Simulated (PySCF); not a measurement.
Au₂H₆S₂Si₃, SMILES [Au][S][SiH2][SiH2][SiH2][S][Au], multiplicity 1. Atoms are numbered in the order given.

```xyz
13

Au    -3.5309     0.0093    -0.8680
S     -2.0067    -0.8563     0.6149
Si    -1.6885     0.8272     1.9373
Si     0.0000     0.0000     3.3546
Si     1.6885    -0.8272     1.9373
S      2.0067     0.8563     0.6149
Au     3.5309    -0.0093    -0.8680
H     -2.9228     1.2009     2.6882
H     -1.1922     2.0362     1.2220
H      0.5352     1.0920     4.2233
H     -0.5352    -1.0920     4.2233
H      2.9228    -1.2009     2.6882
H      1.1922    -2.0362     1.2220
```
Charge 0, spin multiplicity 1.

The structure is a stationary point at B3LYP-D3(BJ)/def2-SVP. The multiplicity is an assumed one; no other spin state was optimised. The def2 effective core potentials stand for the cores of Au; spin–orbit coupling is left out. Other conformers were not sampled.

All values below come from M06-2X/def2-SVP run with PySCF.

```
Property                                                                                                          Result
---------------------------------------------------------------------------------------------  -------------------------
total energy                                                                                         -1939.17505 hartree
point group                                                                                                           C2
highest occupied level                                                                                          -7.69 eV
lowest empty level                                                                                              -2.46 eV
orbital gap                                                                                                      5.23 eV
dipole moment                                                                                                     3.28 D
quadrupole, principal values (traceless, Buckingham form, about the centre of nuclear charge)   -20.72, -5.00, 25.73 D·Å
mean static polarisability                                                                        191.4 bohr³ (28.37 Å³)
polarisability, principal values                                                               135.9, 209.3, 229.1 bohr³
```
